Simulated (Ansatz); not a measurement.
Kohn–Sham single points on `O/C=[N]/[GaH2]`.

```yaml
crystal:
  periodic: [false, false, false]
  atoms:
    - {symbol: O, position_ang: [0.476825, 2.206783, 0.496015]}
    - {symbol: C, position_ang: [0.705863, 0.889551, 0.320998]}
    - {symbol: N, position_ang: [-0.159408, 0.067209, -0.023828]}
    - {symbol: Ga, position_ang: [-0.607275, -1.643414, -0.428797]}
    - {symbol: H, position_ang: [-0.460262, 2.351865, 0.302325]}
    - {symbol: H, position_ang: [1.760743, 0.684895, 0.532024]}
    - {symbol: H, position_ang: [-1.175719, -2.511797, 0.736442]}
    - {symbol: H, position_ang: [-0.540766, -2.045082, -1.935170]}
basis:
  gaussian: {orbitals: def2-TZVPP}
hamiltonian: {xc: {name: CAM-B3LYP}, dispersion: d4}
output: {orbitals: {seedname: orbitals}}
```

```sh
$ ansatz run in.yaml --threads 2 --pin off --events-out ev --progress --plain --max-ram 4352MiB
```

Shortened log:

```
Functional definition: CAM-B3LYP
1125 factors; their error is unknown
276 factors; integrals over basis functions are off by at most 1.0e-5 eV
mean field evaluation 1: about -57012.6780 eV, gradient 6.6e1 eV
mean field evaluation 2: about -57003.9815 eV, gradient 9.1e1 eV
mean field evaluation 4: about -57019.9785 eV, gradient 7.3e0 eV
mean field evaluation 8: about -57020.0636 eV, gradient 1.2e-1 eV
mean field evaluation 16: about -57020.2075 eV, gradient 1.7e-4 eV
mean field -57020.20745032 eV, -2095.4539741144 hartree, gradient 6.0e-5 eV, S^2 0.000000; 0 other end points of the search recorded, 0 dependent functions left out
reference -57020.20757780 eV, -2095.4539787993 hartree; 28, 28 occupied and 169, 169 virtual orbitals, 1125 factors
Total energy: -57020.32747629 eV, -2095.4583849875 hartree
```

It took 1.6 s on 2 threads of an AMD EPYC 9R45 on a shared host, with 0.47 GiB of host memory at the peak.

With the line `hamiltonian: {xc: {name: B97M-V}}` (abridged; 3.6 s):

```
Functional definition: B97M-V
mean field evaluation 16: about -57007.9922 eV, gradient 1.8e-3 eV
mean field -57007.99222237 eV, -2095.0050727671 hartree, gradient 2.0e-5 eV, S^2 0.000000
Total energy: -57007.99228365 eV, -2095.0050750191 hartree
```

Changing it to `hamiltonian: {xc: {name: BHLYP}, dispersion: d4}` (abridged; 1.4 s):

```
Functional definition: BHLYP
mean field evaluation 16: about -57015.4887 eV, gradient 2.6e-5 eV
mean field -57015.48866783 eV, -2095.2805620564 hartree, gradient 2.6e-5 eV, S^2 0.000000
Total energy: -57015.66376896 eV, -2095.2869969043 hartree
```

The same input with `hamiltonian: {xc: lda}` (abridged; 0.6 s):

```
Functional definition: SPW92
mean field evaluation 16: about -56899.6869 eV, gradient 1.3e-4 eV
mean field -56899.68690648 eV, -2091.0249258202 hartree, gradient 3.6e-5 eV, S^2 0.000000
Total energy: -56899.68694542 eV, -2091.0249272512 hartree
```

With the line `hamiltonian: {xc: pbe0, dispersion: d4}` (abridged; 1.4 s):

```
Functional definition: PBE0
mean field evaluation 16: about -57006.6824 eV, gradient 1.1e-4 eV
mean field -57006.68240655 eV, -2094.9569379237 hartree, gradient 3.4e-5 eV, S^2 0.000000
Total energy: -57006.80046639 eV, -2094.9612765427 hartree
```

Changing it to `hamiltonian: {xc: {name: B3LYP}, dispersion: d4}` and forces (abridged; 2 s):

```
Functional definition: B3LYP
mean field evaluation 16: about -57020.3343 eV, gradient 2.0e-5 eV
mean field -57020.33428143 eV, -2095.4586350716 hartree, gradient 2.0e-5 eV, S^2 0.000000
Total energy: -57020.56159686 eV, -2095.4669887597 hartree
Atom 0 force    -0.066526     0.317887     0.039875 eV/Å
Atom 1 force     0.246327    -0.240001     0.016015 eV/Å
Atom 2 force    -0.013253     0.062302     0.007522 eV/Å
Atom 3 force    -0.065800    -0.237509    -0.056314 eV/Å
Atom 4 force    -0.028627     0.068739     0.005040 eV/Å
Atom 5 force    -0.071600     0.001558    -0.015982 eV/Å
Atom 6 force     0.004916     0.017321    -0.017672 eV/Å
Atom 7 force    -0.005438     0.009702     0.021517 eV/Å
Dipole moment:     0.019151    -0.036366    -0.001926 e Å
```

B3LYP takes the VWN-RPA correlation (the form of Gaussian; ORCA's B3LYP/G).
